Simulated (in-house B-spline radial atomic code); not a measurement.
**RPA and G0W0 on BLYP: Sb⁵⁺**

Configuration [Kr] 4d10, mean-field start BLYP. Computed with a B-spline radial code for spherical atoms: all electrons, non-relativistic, point nucleus, each spin shell either full or empty, empty states to l = 9 with an (l + 1/2)⁻⁴ tail; G0W0 by contour deformation at full frequency.

Without relativity these are model numbers: it shifts the levels of so heavy an element strongly and can reorder them.

Command:
```bash
python run_gw.py task.json out
```
Settings (radii: box in bohr, nucleus in fm):
```
Z                        51
electrons                46
configuration            [Kr] 4d10
hamiltonian              nr
method                   b88,lyp
lmax                     9
spin_polarised           False
box_radius               10.43
intervals                52
```

Time taken, with all properties: 1.6 s on 1 thread of Arm Neoverse V2 (shared host).

Energies (hartree):

| term | value |
| --- | --- |
| mean-field total | -6310.66347 |
| Hartree-Fock functional on these orbitals | -6308.29711 |
| direct second order | -4.0443 |
| second-order exchange | 1.1128 |
| SOSEX correction | 1.0437 |

(1) What is the RPA correlation energy, and what remains with SOSEX?

Quasi-particle levels (eV):

```
level  occupied  mean field  Σx - vxc     Σc  QP weight    G0W0
   4d       yes      -90.39    -11.12      ?          ?       ?
   5s        no      -59.40      8.05  -2.07      0.980  -53.42
```

G0W0 = mean field + (Σx - vxc) + Σc, with Σc (partial-wave tail included) taken at the quasi-particle energy. Only the outer levels were computed. Levels of low weight are left out.

(2) Where does G0W0 put 4d?

## Answers

(1) RPA gives -3.5943 hartree (-2.13 eV per electron); RPA + SOSEX gives -2.5506, and the second-order doubles -2.9315 hartree (no singles). RPA lacks exchange-type terms and so overcorrelates at short range.

(2) At -101.17 eV, with Σc = 0.33 eV and a quasi-particle weight of 0.953. The tabulated removal energy is 99.51 ± 0.05 eV (NIST, measured); the calculation leaves out relativity, Breit and QED terms, and what these don't explain is the method's own error.
